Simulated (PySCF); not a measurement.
Geometry:
```json
{"atom": "F1", "x (Å)": "2.887", "y (Å)": "1.474", "z (Å)": "0.619"}
{"atom": "C2", "x (Å)": "1.839", "y (Å)": "0.994", "z (Å)": "1.326"}
{"atom": "F3", "x (Å)": "2.256", "y (Å)": "-0.104", "z (Å)": "1.988"}
{"atom": "C4", "x (Å)": "0.704", "y (Å)": "0.655", "z (Å)": "0.374"}
{"atom": "C5", "x (Å)": "1.071", "y (Å)": "-0.486", "z (Å)": "-0.572"}
{"atom": "Si6", "x (Å)": "-0.434", "y (Å)": "-0.971", "z (Å)": "-1.600"}
{"atom": "C7", "x (Å)": "-1.850", "y (Å)": "-0.861", "z (Å)": "-0.356"}
{"atom": "C8", "x (Å)": "-1.649", "y (Å)": "0.359", "z (Å)": "0.543"}
{"atom": "O9", "x (Å)": "-0.400", "y (Å)": "0.372", "z (Å)": "1.191"}
{"atom": "H10", "x (Å)": "1.526", "y (Å)": "1.750", "z (Å)": "2.068"}
{"atom": "H11", "x (Å)": "0.515", "y (Å)": "1.581", "z (Å)": "-0.210"}
{"atom": "H12", "x (Å)": "1.380", "y (Å)": "-1.351", "z (Å)": "0.039"}
{"atom": "H13", "x (Å)": "1.931", "y (Å)": "-0.198", "z (Å)": "-1.195"}
{"atom": "H14", "x (Å)": "-0.298", "y (Å)": "-2.332", "z (Å)": "-2.200"}
{"atom": "H15", "x (Å)": "-0.646", "y (Å)": "0.022", "z (Å)": "-2.703"}
{"atom": "H16", "x (Å)": "-1.852", "y (Å)": "-1.773", "z (Å)": "0.266"}
{"atom": "H17", "x (Å)": "-2.831", "y (Å)": "-0.807", "z (Å)": "-0.855"}
{"atom": "H18", "x (Å)": "-1.778", "y (Å)": "1.292", "z (Å)": "-0.044"}
{"atom": "H19", "x (Å)": "-2.400", "y (Å)": "0.378", "z (Å)": "1.348"}
```

Geometry: PBE0-D3(BJ)/def2-SVP; GIAO absolute shieldings from PySCF 2.14.0 with density-fitted response routines, gas phase, non-relativistic, averaged over equivalent atoms.

At B97-2/pcSseg-1 (210 basis functions, 71 s wall time on 1 thread of an Arm Neoverse N1, shared host):
| atoms | σ (ppm) |
| --- | --- |
| F1 | 324.2 |
| F3 | 331.0 |
| C2 | 67.1 |
| C4 | 106.0 |
| C8 | 114.3 |
| C7 | 174.0 |
| C5 | 179.8 |
| Si6 | 400.7 |
| O9 | 273.2 |
| H10 | 25.65 |
| H19 | 27.05 |
| H14 | 27.19 |
| H15 | 27.24 |
| H18 | 28.05 |
| H11 | 28.27 |
| H12 | 30.24 |
| H16 | 30.30 |
| H13 | 30.69 |
| H17 | 30.90 |

Q: What do these become at PBE0/pcSseg-1?

A: 
```
atoms  σ at PBE0/pcSseg-1  change
   F1               323.9    -0.3
   F3               331.0    +0.0
   C2                66.5    -0.6
   C4               105.9    -0.1
   C8               114.7    +0.4
   C7               175.0    +1.0
   C5               180.9    +1.1
  Si6               396.9    -3.8
   O9               274.8    +1.6
  H10               25.54   -0.11
  H19               26.92   -0.13
  H14               26.98   -0.21
  H15               27.04   -0.20
  H18               27.95   -0.10
  H11               28.18   -0.09
  H12               30.14   -0.10
  H16               30.18   -0.12
  H13               30.59   -0.10
  H17               30.80   -0.10
```

The largest change is at Si6 (silicon bonded to 2 C, 2 H, in a 6-membered ring). Cost: 210 basis functions, 85 s wall time on 1 thread of an Arm Neoverse N1, shared host. The order of the carbon signals is the same at both levels.
